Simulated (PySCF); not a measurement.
Relaxation of singlet RhOF

These are results of PBE0/[Rh def2-TZVP with ECP28, O def2-TZVP, F def2-TZVP], scalar-relativistic core potentials, density fitting, no spin–orbit coupling, PySCF, not measurements. A (50,194) grid was used.

A hand-made linear start, of C∞v symmetry, held to at least that symmetry:

Coordinates in bohr (charge 0 multiplicity 1):
```
Rh    0.0000    0.0000   -0.1260
O     0.0000    0.0000   -3.2819
F     0.0000    0.0000    3.4456
```

Task: What forces act on the atoms at the start (eV/Å)?

Result: 
```tsv
atom	Fx	Fy	Fz
Rh1	0.00	0.00	0.74
O2	0.00	0.00	1.18
F3	0.00	0.00	-1.92
```

Task: What does it relax to?

Result: It ends at C∞v with Rh–F 1.808 Å, Rh–O 1.646 Å; F–Rh–O 180.0°. A frequency run shows 2 imaginary modes (one degenerate set), down to 17i cm⁻¹, so it is a higher-order saddle point. Other isomers or separated fragments may lie lower.

Task: How much energy is released, and in how many steps?

Result: 9.7 kJ/mol in 4 steps.

Stability towards spin polarisation was not tested. At this level a triplet minimum of Cs symmetry lies 96 kJ/mol below this structure.
